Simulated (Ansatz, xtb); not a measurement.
# Relative energy of two structures of GeH4OS

We compare a, `[OH][GeH2][SH]`, a singlet, with b, a singlet given by its coordinates. Both are isolated molecules in the gas phase, relaxed with r2SCAN-D4/def2-TZVP; the shapes shown needn't be the lowest conformers.

a (Å):

```yaml
atoms:
  - { symbol: Ge, position_ang: [-1.4860, -1.3694, -1.2120] }
  - { symbol: O, position_ang: [-3.1933, -1.8644, -1.1260] }
  - { symbol: S, position_ang: [-1.1230, -0.0432, -2.9627] }
  - { symbol: H, position_ang: [-3.7911, -1.1162, -1.2316] }
  - { symbol: H, position_ang: [-1.0834, -0.6012, 0.0562] }
  - { symbol: H, position_ang: [-0.7365, -2.6836, -1.4111] }
  - { symbol: H, position_ang: [-1.1502, 1.0790, -2.2253] }
```

b (Å):

```xyz
7

Ge    0.6223   -1.1909    0.9205
O    -0.7568   -1.2049   -0.2680
S     1.4581    1.2809    0.2030
H    -1.5410   -0.7628    0.0727
H     0.2512    1.7064   -0.2092
H    -0.1333   -0.3398    2.0682
H     1.8174    0.9306   -1.0444
```

Close contacts (Å): Ge1–O2 1.82, Ge1–S3 2.71, Ge1–H6 1.62, O2–H4 0.96, S3–H5 1.34, S3–H7 1.34.

Question: Estimate E(b) − E(a) at the level CCSD(T)/def2-TZVP.

Answer: Calculated at CCSD(T)/def2-TZVP: E(b) − E(a) = +32.0 kcal/mol, so structure a lies lower.

The same difference at several levels:

| level | geometry | E(b) − E(a) (kcal/mol) | departure from the last row (kcal/mol) | job, with rough time for the two |
| --- | --- | --- | --- | --- |
| r2SCAN-D4/def2-TZVP | r2SCAN-D4/def2-TZVP | +29.5 | −2.5 | optimisation, 2 min |
| HF/def2-TZVP | r2SCAN-D4/def2-TZVP | +33.7 | +1.8 | part of the CCSD(T) run |
| MP2/def2-TZVP | r2SCAN-D4/def2-TZVP | +34.0 | +2.1 | part of the CCSD(T) run |
| CCSD(T)/def2-TZVP | r2SCAN-D4/def2-TZVP | +32.0 |  | single point, 33 s |

None of the levels shown reverses the order. The largest departure from CCSD(T)/def2-TZVP is that of r2SCAN-D4/def2-TZVP, 2.5 kcal/mol. Levels run at GFN2-xTB geometries aren't shown.

With harmonic frequencies from r2SCAN-D4/def2-TZVP (ideal gas, rigid rotor, one conformer each, 1000 K, 1 atm): on the last row, ΔE + ΔZPE = +31.4, ΔH = +32.1, ΔG = +27.4 kcal/mol.

The correlated steps freeze 15 core orbitals; the filled d shell of Ge is correlated, in a basis made for valence electrons. Codes used: Ansatz 0.2.0; the last row on 2 threads of Intel(R) Xeon(R) Platinum 8259CL CPU @ 2.50GHz (Skylake/Cascade Lake) on a shared host.
